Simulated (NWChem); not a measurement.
System: CrNH₂S₂Cl; SMILES [NH2][Cr](=[S])(=[S])[Cl]

Here is an NWChem input.

```
start job
memory heap 200 mb stack 900 mb global 1100 mb
geometry units angstroms
  Cr     0.200920     0.082889     0.000000
  S     -0.514911     0.952710     1.645741
  S     -0.514911     0.952710    -1.645741
  Cl    -0.297129    -2.007614     0.000000
  N      1.964621     0.272098     0.000000
  H      2.519185     0.376800    -0.856213
  H      2.519185     0.376800     0.856213
end
basis spherical
  * library sto-3g
end
dft
  xc hfexch
  iterations 150
end
driver
  maxiter 120
end
task dft optimize
```

Parts of the log:

```
             Northwest Computational Chemistry Package (NWChem) 7.3.0
             --------------------------------------------------------

 CS  symmetry detected

                             Geometry "geometry" -> ""
                             -------------------------

 Output coordinates in angstroms (scale by  1.889725989 to convert to a.u.)

  No.       Tag          Charge          X              Y              Z
 ---- ---------------- ---------- -------------- -------------- --------------
    1 Cr                  24.0000     0.17565478    -0.07024792     0.00000000
    2 S                   16.0000    -0.53826148    -0.94164116     1.64574100
    3 S                   16.0000    -0.53826148    -0.94164116    -1.64574100
    4 Cl                  17.0000    -0.32699070     2.01915465     0.00000000
    5 N                    7.0000     1.93976764    -0.25557752     0.00000000
    6 H                    1.0000     2.49456057    -0.35905960    -0.85621300
    7 H                    1.0000     2.49456057    -0.35905960     0.85621300

 Effective nuclear repulsion energy (a.u.)     570.8389078307

      Symmetry information
      --------------------

 Group name             Cs
 Group number              2
 Group order               2
 No. of unique centers     5

                                Z-matrix (autoz)
                                --------

 Units are Angstrom for bonds and degrees for angles

[...]

      ----------------------
      Optimization converged
      ----------------------

  Step       Energy      Delta E   Gmax     Grms     Xrms     Xmax
  ---- ---------------- -------- -------- -------- -------- --------
@    6   -2328.21819203 -5.8D-07  0.00007  0.00002  0.00035  0.00085
                                     ok       ok       ok       ok

                                Z-matrix (autoz)
                                --------

 Units are Angstrom for bonds and degrees for angles

      Type          Name      I     J     K     L     M      Value     Gradient
      ----------- --------  ----- ----- ----- ----- ----- ---------- ----------
    1 Stretch                  1     2                       1.84739    0.00002
    2 Stretch                  1     3                       1.84739    0.00002
    3 Stretch                  1     4                       2.10657   -0.00007
    4 Stretch                  1     5                       1.65877    0.00002
    5 Stretch                  5     6                       1.02073    0.00004
    6 Stretch                  5     7                       1.02073    0.00004
    7 Bend                     1     5     6               125.48318   -0.00000
    8 Bend                     1     5     7               125.48318   -0.00000
    9 Bend                     2     1     3               112.11414   -0.00001
   10 Bend                     2     1     4               109.71486   -0.00000
   11 Bend                     2     1     5               109.01800    0.00001
   12 Bend                     3     1     4               109.71486   -0.00000
   13 Bend                     3     1     5               109.01800    0.00001
   14 Bend                     4     1     5               107.12759    0.00000
   15 Bend                     6     5     7               108.73106    0.00001
   16 Torsion                  2     1     5     6         147.82192   -0.00003
   17 Torsion                  2     1     5     7         -25.13961    0.00002
   18 Torsion                  3     1     5     6          25.13961   -0.00002
   19 Torsion                  3     1     5     7        -147.82192    0.00003
   20 Torsion                  4     1     5     6         -93.51923   -0.00002
   21 Torsion                  4     1     5     7          93.51923    0.00002

                         Geometry "geometry" -> "geometry"
                         ---------------------------------

 Output coordinates in angstroms (scale by  1.889725989 to convert to a.u.)

  No.       Tag          Charge          X              Y              Z
 ---- ---------------- ---------- -------------- -------------- --------------
    1 Cr                  24.0000     0.19415467    -0.11406481     0.00000000
    2 S                   16.0000    -0.47251794    -0.90119988     1.53258222
    3 S                   16.0000    -0.47251794    -0.90119988    -1.53258222
    4 Cl                  17.0000    -0.26425787     1.94202470     0.00000000
    5 N                    7.0000     1.84767641    -0.24590914     0.00000000
    6 H                    1.0000     2.43424629    -0.34386165    -0.82960249
    7 H                    1.0000     2.43424629    -0.34386165     0.82960249

 Effective nuclear repulsion energy (a.u.)     604.5662358579

      Symmetry information
      --------------------

 Group name             Cs
 Group number              2
 Group order               2
 No. of unique centers     5

[...]
```

Level: Hartree-Fock/STO-3G.
